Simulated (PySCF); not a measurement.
**Distorted geometries of [Au3]−**

[Au3]− (singlet). PySCF 2.14.0, RKS TPSS, Au def2-SVP with ECP60; non-relativistic Hamiltonian with scalar-relativistic core potentials where named; density fitting; no spin-orbit coupling. Relaxed geometry:

```xyz
3

Au    0.0000    0.0000    2.5988
Au    0.0000    0.0000    0.0000
Au    0.0000    0.0000   -2.5988
```

Q: Order these distorted geometries by energy above the relaxed one, lowest first.
A.
```xyz
3

Au   -0.0327    0.0556    2.6487
Au    0.0764   -0.1583   -0.1171
Au   -0.0437    0.1027   -2.5316
```
B.
```xyz
3

Au   -0.0263   -0.0726    2.6235
Au   -0.0001    0.0351   -0.0179
Au    0.0265    0.0375   -2.6056
```
C.
```xyz
3

Au   -0.0251    0.1104    2.7166
Au   -0.0520   -0.0137   -0.0393
Au    0.0771   -0.0968   -2.6773
```

A: B (0.01 eV), C (0.09 eV), A (0.26 eV).

Q: Which forces (eV/Å) act in the one that lies 0.01 eV up?

A: 
```
Au   0.00  0.04 -0.32
Au   0.00 -0.05  0.39
Au   0.00  0.02 -0.07
```
Forces carry noise of the integration grid, about 0.01 to 0.03 eV/Å.

No frequency check is given that shows the relaxed geometry to be a minimum.
